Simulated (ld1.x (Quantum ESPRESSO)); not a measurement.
# nitrogen (N): one change to a PAW potential, before and after

- Element: N (Z = 7)
- Generator: ld1.x (Quantum ESPRESSO) 7.5
- Type: PAW
- Functional: PBEsol
- Relativity: non-relativistic
- Frozen core: [He]
- Valence charge: 5
- Reference configuration: 2s2 2p2.75 (charge +0.25)
- Partial waves: 2s (bound): rcut 1.00, rcutus 1.25 bohr; 2s channel at 0.95 Ry: rcut 1.00, rcutus 1.25 bohr; 2p (bound): rcut 2.00, rcutus 2.70 bohr; 2p channel at -0.4 Ry: rcut 2.00, rcutus 2.70 bohr; 3d channel at -0.1 Ry: rcut 2.10, rcutus 2.20 bohr; 3d channel at 1.15 Ry: rcut 2.10, rcutus 2.20 bohr
- Local potential: all-electron potential smoothed inside 1.90 bohr (lloc = -2)
- Core correction: Bessel-smoothed model core, default radius (core density twice the valence density)
- Augmentation charge: PSQ, inside the norm-conserving radii

Change: waves 2p (bound): rcut 1.68, rcutus 1.78 bohr; 2p channel at -0.4 Ry: rcut 1.68, rcutus 1.78 bohr.

Cutoffs: the cutoffs (Ry, on a coarse ladder) from which the occupation-weighted sum of valence levels, in a spherical-Bessel basis at the reference potential, stays within 10 and 1 mRy of its value at 400 Ry; they do not see the model core or the augmentation charge, which bear on the density cutoff. Errors are all-electron minus pseudo energies relative to the spin-unpolarised reference configuration.

Q: What does the change do?

A: The potential gets harder (18 Ry and 30 Ry → 21 Ry and 35 Ry); the number of tests that count goes from 6 to 7; of the 6 tests that both files solve, the error grows in 0 and shrinks in 4 by more than 15 % and 0.3 meV (median size 17.0 → 1.4 meV); neither file shows a bound ghost at the reference potential, the only one tested. A smaller radius makes the pseudo-wave follow the all-electron one further in, where it bends more sharply, so more plane waves are needed. Less of the atom is replaced, so other configurations are described better.

```csv
quantity,base,changed
"cutoff, loose",18 Ry,21 Ry
"cutoff, tight",30 Ry,35 Ry
loose cutoff by channel (10 mRy a level),"s 15 Ry, p 6 Ry","s 15 Ry, p 18 Ry"
bound ghosts,none,none
"tests counted (converged, no solver errors)",6 of 7,7 of 7
"error for 2s2 2p3, meV [ΔE -2.14 eV]",-1.0,0.0
"error for 2s2 2p1, meV [ΔE 40.13 eV]",-71,+2.9
"error for 2s2 2p0, meV [ΔE 87.02 eV]",+36,+36
"error for 2s1 2p0, meV [ΔE 164.49 eV]",+30,+31
"error for 2s2 2p2.5, meV [ΔE 2.93 eV]",-1.4,0.0
"error for 2s2 2p3.3, meV [ΔE -3.74 eV]",-3.5,0.0
lowest overlap eigenvalue by channel,"s 0.67, p 0.35, d 0.98","s 0.67, p 0.93, d 0.98"
```

Base: Tests not counted: 2s2 2p2 (solver errors, printed error -128 eV).
